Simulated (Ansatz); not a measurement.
Input for Ansatz (a program for electronic structure): R-B3LYP/def2-TZVPPD on N2 (SMILES N#N) with ghost functions, monomers drawn apart or pushed together. Files ending in .json are basis or fitting sets from the Basis Set Exchange.

Ansatz 0.2 input:
```yaml
crystal:
  periodic: [false, false, false]
  atoms:
    - {symbol: N, position_ang: [0.11474629, -0.04593425, 3.67132396]}
    - {symbol: N, position_ang: [-0.01190521, -0.08585923, 2.58973221]}
basis:
  gaussian:
    orbitals: def2-TZVPPD.json
    ghost_atoms:
      - {symbol: F, position_ang: [-0.39062034, -0.20737798, -0.65063602]}
      - {symbol: H, position_ang: [-0.28308581, -0.17248773, 0.27056974]}
hamiltonian:
  xc: {name: B3LYP}
scf: {lower_state_search: off}
```

The head of its log:

```
WARN ansatz: RAYON_NUM_THREADS=1 ignored (pool sized by the plan → 1); use --threads N
Functional definition: B3LYP
these checks for a lower state are left out or cut short: stability, starts, cluster_reference, orbital_swaps, neighbouring_geometries, increment
integrals: 0.03 GiB planned
602 factors; their error is unknown
mean field: 0.30 GiB planned
mean field evaluation 1: about -2980.3959 eV, gradient 2.6e1 eV
mean field evaluation 2: about -2980.9071 eV, gradient 2.0e1 eV
```

Task: Give the final energy of this run.

Result: -109.5739 hartree.
